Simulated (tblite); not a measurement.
H₉PSi₃.
Geometry (GFN2-xTB, Å), atoms numbered from 1 in this order:
```
atom  x, y, z in Å
Si1   -2.3169    0.3202    0.5775
Si2   -0.6202   -1.1118   -0.1039
Si3    1.2681   -0.0919   -0.9998
P4     2.0461    1.3503    0.5318
H5    -3.6352   -0.3193    0.5740
H6    -2.4173    1.4883   -0.3013
H7    -2.1010    0.8213    1.9358
H8    -1.1039   -2.0797   -1.1008
H9    -0.2050   -1.9719    1.0190
H10    2.3543   -0.9814   -1.4417
H11    0.9842    0.7629   -2.1606
H12    2.4208    0.3759    1.4354
H13    3.3218    1.4376    0.0167
```

Calculated harmonic vibrations of the isolated species, GFN2-xTB (tblite), most abundant isotopes, no scaling. This tight-binding method is rough: wavenumbers can miss measured ones by several per cent, in bad cases by 10 to 20. Modes of hydrogen on phosphorus and silicon can be 10 to 20 % off. One conformer, not necessarily the lowest. The optimisation stopped once no atom felt more than 0.01 eV/Å.

Lowest wavenumbers of the output (negative numbers stand for imaginary wavenumbers):
```
mode    cm-1
  1     -27.3
  2      15.7
  3      67.5
  4     101.5
  5     122.5
  6     321.1
  7     350.7
  8     382.4
```

**Question.** Is this structure a minimum?

**Answer.** Not by this Hessian. 1 mode is imaginary beyond 20i (27i cm⁻¹), so at this level the point lies at or near a first-order saddle. The curvature is small, so loose convergence or finite differences may be the whole cause.

**Question.** Which atoms move in the imaginary mode?

**Answer.** 27i: H7 (Si–H hydrogen) 34 %, H5 (Si–H hydrogen) 33 %, H6 (Si–H hydrogen) 31 %. These are shares of the mass-weighted motion.

**Question.** What is the remedy?

**Answer.** Step along that mode in both directions, optimise again with tighter thresholds and repeat the frequencies. The zero-point energy of this point (46.1 kcal/mol) counts the 32 real modes alone, and thermal corrections from it aren't those of a minimum.
